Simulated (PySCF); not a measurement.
These compounds are isomers of formula C7H9FSi.

A. `InChI=1S/C7H9FSi/c1-3-5-7(8)6(4-2)9-5/h1,4-5,7H,9H2,2H3/b6-4+/t5-,7-/m0/s1`
B. `C=CC#C[C@@]1([SiH3])C[C@H]1F`
C. SMILES C/C=C\C1=C(F)C=C[SiH2]1

Spectrum 1. $^{1}$H NMR (500 MHz, computed): δ 6.49 (m, 1H), 5.80 (m, 1H), 5.00 (m, 1H), 4.68 (m, 1H), 2.91 (m, 1H), 2.06 (d, 3H), 1.76 (d, 1H). $^{13}$C{$^{1}$H} NMR (computed): δ 159.3 (CH), 142.2 (C), 101.4 (CH), 89.5 (C), 76.7 (CH), 24.1 (CH), 21.2 (CH3).

Spectrum 2. $^{1}$H NMR (500 MHz, computed): δ 7.28 (m, 1H), 7.08 (m, 1H), 6.59 (m, 1H), 5.97 (m, 1H), 4.85 (m, 2H), 1.88 (d, 3H). $^{13}$C{$^{1}$H} NMR (computed): δ 174.7 (C), 152.6 (CH), 138.3 (CH), 132.7 (CH), 131.7 (CH), 114.7 (C), 15.5 (CH3).

Spectrum 3. $^{1}$H NMR (500 MHz, computed): δ 6.04 (m, 1H), 6.03 (m, 1H), 5.77 (m, 1H), 4.49 (m, 1H), 3.95 (s, 3H), 1.30 (m, 1H), 0.92 (m, 1H). $^{13}$C{$^{1}$H} NMR (computed): δ 135.4 (CH2), 125.6 (CH), 100.4 (C), 84.5 (C), 78.7 (CH), 22.1 (CH2), 4.1 (C).

All values are calculated (PySCF 2.14.0 with density-fitted response routines): coordinates at the GFN2-xTB level, shieldings: GIAO PBE0/pcSseg-1. Fast rotation and ring inversion assumed for equivalent nuclei, no solvent model, relativity neglected, one conformer.

References, each an isolated molecule treated in the same way: TMS for $^{1}$H and $^{13}$C. Splittings of carbon signals by F and P are missing where no couplings were computed. Where no couplings were computed, multiplicities follow the n + 1 count of equivalent neighbours, and m marks all less simple cases (inequivalent or close neighbours, rings, F or P nearby). Shifts are as computed. Against solution values, carbons near 30 ppm lie about +3 ppm off and those near 130 ppm about +5 ppm. Of 1309 compounds with measured shifts, 239 miss one by over three times the rms of a fit or turn the order of signals round; such compounds aren't used in these exercises.

Task: Match each spectrum to its structure.

Result: 1–A, 2–C, 3–B.

- Spectrum 1 (A): 7 $^{13}$C signals; δC 159.3 is an alkene CH; δC 142.2 is a fully substituted alkene carbon.
- Spectrum 2 (C): 7 $^{13}$C signals; δC 152.6 is an alkene CH; δC 138.3 is an alkene CH.
- Spectrum 3 (B): 7 $^{13}$C signals; δC 135.4 is a terminal =CH2 carbon; δC 125.6 is an alkene CH.
